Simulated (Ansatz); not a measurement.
Basis-set extrapolation for C3H10OSi, SMILES `CC[SiH2]CO` (PBE0-D4/def2-TZVP geometry, frozen core, the Gaussian-basis code of Ansatz). Multiplicity 1, RHF reference.

```csv
,def2-TZVPP,def2-QZVPP
HF,-483.300724,-483.319128
MP2 correlation,-0.900306,-0.962551
CCSD(T) correlation,-0.992812,not run
```

Energies in hartree. Use E(X) = E(∞) + A·exp(−7.88·√X) for Hartree–Fock and E(X) = E(∞) + B·X^(−2.97) for correlation, with X = 3 and 4, and add CCSD(T) minus MP2 of the smaller set to the MP2 limit.

Task: What is the CCSD(T) energy at the basis-set limit?

Result: HF limit: -483.319128 + (-0.018404) × 0.13774 = -483.32166. MP2 limit: -0.962551 + (-0.062245) × 0.74074 = -1.00866. Higher-order term: -0.992812 − (-0.900306) = -0.09251. Total: -484.42283 hartree, 339.5 kJ/mol below CCSD(T)/def2-TZVPP.
